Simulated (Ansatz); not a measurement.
One change: `C[S][Ga]([Cl])[Cl]` becomes `[NH2][Ga]([Cl])[Cl]`.

Ansatz, PBE0-D4/def2-TZVP geometries, multiplicity 1. Each molecule was computed in one conformer, which needn't be the lowest.

Scalar relativity is left out up to krypton.

```json
{"property": "HOMO–LUMO gap (PBE0/def2-TZVPP) / eV", "`C[S][Ga]([Cl])[Cl]`": "6.31"}
{"property": "zero-point energy (PBE0-D4/def2-TZVP) / kJ/mol", "`C[S][Ga]([Cl])[Cl]`": "109.9"}
{"property": "HOMO energy (B3LYP/def2-TZVPP) / eV", "`C[S][Ga]([Cl])[Cl]`": "-7.45"}
{"property": "HOMO energy (PBE/def2-TZVPP) / eV", "`C[S][Ga]([Cl])[Cl]`": "-6.49"}
{"property": "size of the dipole moment (B3LYP/def2-TZVPP) / D", "`C[S][Ga]([Cl])[Cl]`": "2.45"}
{"property": "HOMO–LUMO gap (ωB97M-V/def2-TZVPP) / eV", "`C[S][Ga]([Cl])[Cl]`": "10.39"}
```

Question: What does the change do to each property? (An estimate is asked.)

Answer: Ansatz gave: 
```tsv
property	`[NH2][Ga]([Cl])[Cl]`	shift
HOMO–LUMO gap (PBE0/def2-TZVPP) / eV	7.05	0.74
zero-point energy (PBE0-D4/def2-TZVP) / kJ/mol	72.8	-37.1
HOMO energy (B3LYP/def2-TZVPP) / eV	-7.81	-0.36
HOMO energy (PBE/def2-TZVPP) / eV	-6.65	-0.16
size of the dipole moment (B3LYP/def2-TZVPP) / D	2.60	0.15
HOMO–LUMO gap (ωB97M-V/def2-TZVPP) / eV	11.30	0.91
```

With PBE0 the HOMO falls by 0.38 eV and the LUMO rises by 0.37 eV, so the gap widens by about 0.75 eV. PBE moves the HOMO by -0.16 eV and ωB97M-V by -0.58 eV. The zero-point energy changes by -37.1 kJ/mol with -6 modes. Dipoles are sizes alone; their direction can turn.

B3LYP here is the variant with VWN-RPA as its local correlation; programs differ in this.
